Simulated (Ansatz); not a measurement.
ClHZn (SMILES [Cl][ZnH]) moved off its minimum; all values from Ansatz (a program for electronic structure), cores frozen in correlated methods.
(charge 0, multiplicity 1)
```xyz
3

Zn     0.13754     0.05642    -0.70437
H     -0.14107    -0.04191    -2.34551
Cl     0.05581     0.01241     1.39181
```

**Question.** Give the forces (eV/Å), the total energy and the dipole at CCSD(T)/def2-TZVPPD.

**Answer.** 
| atom | Fx | Fy | Fz |
|---|---|---|---|
| Zn1 | -0.563 | -0.208 | -1.791 |
| H2 | 0.437 | 0.160 | 1.571 |
| Cl3 | 0.125 | 0.047 | 0.220 |
Energy -2238.6375 hartree, dipole 1.67 D.
